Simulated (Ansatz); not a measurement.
`[SiH3]BS[SiH3]` + `CC(=N)O` → `C/C(O)=N\[SiH3]` + `BS[SiH3]`  (cleavage of the Si–B bond)

Computed with Ansatz on PBE0-D4/def2-TZVP structures; ΔE is electronic, products minus reactants. CCSD(T)/CBS is the MP2 limit (def2-TZVPP, def2-QZVPP) plus CCSD(T) − MP2 in def2-TZVPP, frozen cores. DFT in def2-TZVPP. Each species was taken in one conformer, which may not be the lowest.

| species | r2SCAN-D4 energy (Eh) |
| --- | --- |
| `[SiH3]BS[SiH3]` | -1006.19435 |
| `CC(=N)O` | -209.17362 |
| `C/C(O)=N\[SiH3]` | -499.86733 |
| `BS[SiH3]` | -715.52117 |

Work out ΔE.

ΔE = (-499.86733) + (-715.52117) − (-1006.19435) − (-209.17362) = -0.02053 Eh = -53.9 kJ/mol. CCSD(T)/CBS gives -54.8 kJ/mol.

Largest T1 diagnostic among the species: 0.015.

From PBE to PBE0 (25 % exact exchange), in def2-TZVPP and without D4, ΔE moves by −4.7 kJ/mol. In def2-TZVPP, CCSD(T) changes the Hartree–Fock value by +16.9 kJ/mol (the triples alone add +1.4 kJ/mol) and MP2 by +7.5 kJ/mol.
